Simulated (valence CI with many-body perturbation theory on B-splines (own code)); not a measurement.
## Basis-set convergence for Re3+

Level of theory: valence CI with perturbative core correlation (CI+MBPT): four valence electrons over a frozen Dirac-Fock core [Xe] 4f14, radial functions for each j: 7 s, 7 p, 8 d, 6 f, 4 g, 1 h, with the one-electron correlation potential Σ1 (screened to all orders), the two-electron term Σ2, the three-electron term Σ3, Breit, model QED; selected single and double excitations, second order for the rest, scaled by the run's own slope (own B-spline code, finite nucleus).

Against 32 measured levels this calculation errs by 482 cm⁻¹ on average and by 1062 at most. Only levels of the ground parity were solved; by the run's estimate the other parity begins above the list, which can be wrong where configurations are misplaced.

The reference run has the lowest level 5d4 5D_0 and an ionisation energy of 39.9428 eV. Its largest variational space holds 20000 state functions.

Names give the largest LS component (configuration and term), which can be under half, so a name can repeat, a term be missing and a line seem to break the LS rules; names also repeat where a configuration has a term twice. Letters in brackets count levels of one name in rising energy.

Changed runs:
A. basis 6 s, 6 p, 5 d, 5 f, 1 g
B. basis 5 s, 5 p, 4 d, 4 f

Excitation energies of the reference run in cm⁻¹, and shifts in cm⁻¹:

```tsv
Level	Reference	A	B
5d4 5D_1	2892	-71	-125
5d4 5D_2	5713	-102	-162
5d4 5D_3	8102	-98	-130
5d4 5D_4	9966	-56	-12
5d4 3P_0	14793	+102	+271
5d4 3H_4	16970	+161	+915
5d4 3P_1 [a]	19710	+110	+405
5d4 3G_3	20070	+161	+866
5d4 3F_2 [a]	20255	+178	+790
5d4 3H_5	20894	+153	+1027
5d4 3H_6	22830	+180	+1152
5d4 3G_4 [a]	24422	+127	+838
Ionisation energy (eV)	39.9428	-0.0673	-0.1118
```
